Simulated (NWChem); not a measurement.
System: ethylenediamine (C2H8N2); SMILES NCCN

Input file for NWChem:

```
start job
memory heap 200 mb stack 900 mb global 1100 mb
geometry units angstroms noautoz
  N     -0.196185     1.849789    -0.042850
  C      0.494621     0.576900    -0.024201
  C     -0.494621    -0.576900    -0.024201
  N      0.196185    -1.849789    -0.042850
  H      0.464505     2.615744    -0.147591
  H     -0.675347     2.007684     0.842188
  H      1.192616     0.442368     0.834074
  H      1.114477     0.489118    -0.931144
  H     -1.114477    -0.489118    -0.931144
  H     -1.192616    -0.442368     0.834074
  H     -0.464505    -2.615744    -0.147591
  H      0.675347    -2.007684     0.842188
end
basis spherical
  * library 6-31g*
end
dft
  xc b3lyp
  iterations 150
  mulliken
end
task dft energy
```

The geometry was optimised at PBE0/def2-SVP. B3LYP is NWChem's, with the RPA form of VWN correlation.

Q: Give the results of this calculation. (B3LYP/6-31G* (spherical d).) Quantities: basis functions; energy (Ha); highest occupied level (eV); orbital gap (eV); dipole (D).

A: The number of basis functions comes out as 72 and the energy (Ha) is -190.51. The highest occupied level (eV) is -6.09 and the orbital gap (eV) is 8.41. The dipole (D) comes out as 2.02.
